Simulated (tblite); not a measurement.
Species: C6H7ClF2S.
Atom-mapped SMILES: `[F:1][CH:2]([F:3])[C@@H:4]1[CH2:5][CH2:6][C:7](=[S:8])[C@@H:9]1[Cl:10]` (hydrogens: H11 on C2; H12 on C4; H13, H14 on C5; H15, H16 on C6; H17 on C9)

Computed geometry: GFN2-xTB, gas phase.

Q: What internal coordinates does the optimisation give?

A: 
| bond | length (bohr) | order |
| --- | --- | --- |
| F1–C2 | 2.559 | single |
| C2–F3 | 2.561 | single |
| C2–C4 | 2.876 | single |
| C4–C5 | 2.898 | single |
| C5–C6 | 2.894 | single |
| C6–C7 | 2.828 | single |
| C7=S8 | 3.050 | double |
| C7–C9 | 2.834 | single |
| C9–Cl10 | 3.412 | single |
| C4–C9 | 2.886 | single |
| C2–H11 | 2.077 | single |
| C4–H12 | 2.071 | single |
| C5–H13 | 2.061 | single |
| C5–H14 | 2.055 | single |
| C6–H15 | 2.061 | single |
| C6–H16 | 2.066 | single |
| C9–H17 | 2.058 | single |

Orders are formal, as drawn. A selection of angles:
| angle | degrees |
| --- | --- |
| F1–C2–F3 | 106.2 |
| F1–C2–C4 | 110.4 |
| F1–C2–H11 | 108.2 |
| F3–C2–C4 | 110.0 |
| F3–C2–H11 | 107.9 |
| C4–C2–H11 | 113.9 |
| C2–C4–C5 | 113.6 |
| C2–C4–C9 | 114.7 |
| C2–C4–H12 | 107.3 |
| C5–C4–C9 | 103.2 |
| C5–C4–H12 | 110.1 |
| C9–C4–H12 | 107.9 |
| C4–C5–C6 | 103.6 |
| C4–C5–H13 | 109.4 |
| C4–C5–H14 | 112.1 |
| C6–C5–H13 | 110.2 |
| C6–C5–H14 | 112.9 |
| H13–C5–H14 | 108.6 |
| C5–C6–C7 | 105.6 |
| C5–C6–H15 | 113.1 |
| C5–C6–H16 | 111.6 |
| C7–C6–H15 | 111.1 |
| C7–C6–H16 | 108.6 |
| H15–C6–H16 | 106.9 |
| C6–C7–S8 | 126.2 |
| C6–C7–C9 | 109.0 |
| S8–C7–C9 | 124.8 |
| C7–C9–Cl10 | 106.2 |
| C7–C9–H17 | 114.5 |
| Cl10–C9–H17 | 106.1 |
| C4–C9–C7 | 103.7 |
| C4–C9–Cl10 | 110.9 |
| C4–C9–H17 | 115.1 |

Torsions: F1–C2–C4–C5 -178° (antiperiplanar); C2–C4–C5–C6 -162° (antiperiplanar); C4–C5–C6–C7 25° (synperiplanar); C5–C6–C7–S8 178° (antiperiplanar); C6–C7–C9–Cl10 96° (anticlinal); C2–C4–C9–C7 160° (antiperiplanar).

Of the pairs four or more bonds apart, Cl10···H11 is among the closest relative to their van der Waals radii: 2.68 Å, 91 % of the sum of Bondi's values. The 5-membered ring C4–C5–C6–C7–C9 has internal angles of 103.2° to 109.0° (sum 525°, against 540° for a flat polygon); it is puckered, 0.17 Å rms from its mean plane, widest ring torsion 38°. The 6 C–C bonds span 1.497 Å (C6–C7, drawn single) to 1.534 Å (C4–C5, drawn single), a spread of 0.037 Å.

Point group: C1 (no symmetry element, even within 0.4 Å). Its GFN2-xTB frequencies are all real (lowest 51 cm⁻¹). The numbers are those of one conformer. 3 starts were optimised and ended at 0.00, 2.95 and 4.63 kcal/mol (GFN2-xTB); the lowest of these is shown.

Time: 0.77 s. Hardware: Intel Xeon, one thread, shared host with 64 logical CPUs at a one-minute load of 9.8. That covers the optimisation of the geometry.
